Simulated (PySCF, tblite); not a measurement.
# Complex of silicon tetrafluoride and water

A gas-phase complex of silicon tetrafluoride and water; neutral, singlet. The structure comes from a short search (6 tight-binding starts) and was optimised by PBE0-D3(BJ)/def2-SVPD; another way of binding may lie lower.

This structure isn't a minimum: the optimisation stopped short of the minimum along a soft mode, which is imaginary here (50i cm⁻¹ by PBE0-D3(BJ)/def2-SVPD), and forces of up to 0.017 eV/Å are left. All values below rest on it.

| part | name | SMILES | atoms | charge | multiplicity |
| --- | --- | --- | --- | --- | --- |
| 1 | silicon tetrafluoride | F[Si](F)(F)F | 1–5 | 0 | 1 |
| 2 | water | O | 6–8 | 0 | 1 |

```
atom  part   x (Å)   y (Å)   z (Å)
  F1     1   1.504  -0.009  -0.849
 Si2     1   0.226  -0.427   0.038
  F3     1  -0.463   1.024   0.220
  F4     1  -0.999  -1.232  -0.625
  F5     1   0.544  -0.791   1.577
  O6     2   1.146  -2.348  -0.301
  H7     2   2.081  -2.364  -0.068
  H8     2   0.719  -3.075   0.166
```

Contacts between parts, classed by geometry: Si2···O6 2.156 Å (short tetrel bond, 177°).

Deforming the relaxed parts to their shape here costs 11.2 kcal/mol, which the interaction energies leave out.

Interaction energies are complex less parts, with the parts frozen as they stand in it; counterpoise-corrected, in kcal/mol (PySCF).

**Question.** Give the interaction energy at each level run.

**Answer.** 
```tsv
level	interaction	superposition error removed
wB97M-D3(BJ)/def2-SVPD	-15.83	-2.28
PBE0-D3(BJ)/def2-SVPD	-16.21	-2.40
```

**Question.** What holds them together? Decompose the wB97M-D3(BJ)/def2-SVPD energy: frozen parts, their antisymmetrised product, then relaxation.

**Answer.** electrostatic -43.2, Pauli repulsion +51.9, orbital relaxation -25.0, dispersion correction -1.8 kcal/mol, which sum to the value before the counterpoise correction; the Pauli term holds the exchange-correlation of the frozen density too. Of the attraction, 62 % is electrostatic, 36 % is orbital relaxation, 3 % is dispersion correction.

The parts were also relaxed and run alone, at the levels used for the complex: shieldings by PBE0/pcSseg-2; core levels by delta-SCF with SCAN, pcX-2 on the ionised atom and pcseg-1 elsewhere, spin-free X2C (2p3/2 is the spin-free 2p value less a third of a first-order spin-orbit splitting).

**Question.** How do these values change when the complex forms?

**Answer.** 
```tsv
property	alone	in the complex	change
F3–Si2 bond (Å)	1.592	1.617	+0.025
shielding of Si2 (ppm)	450.0	469.6	+19.5
shielding of O6 (ppm)	328.9	274.4	-54.4
shielding of F3 (ppm)	340.9	331.7	-9.2
F1 1s core level (eV)	694.45	693.37	-1.09
Si2 2p3/2 core level (eV)	112.04	110.97	-1.07
O6 1s core level (eV)	539.76	541.84	+2.09
```
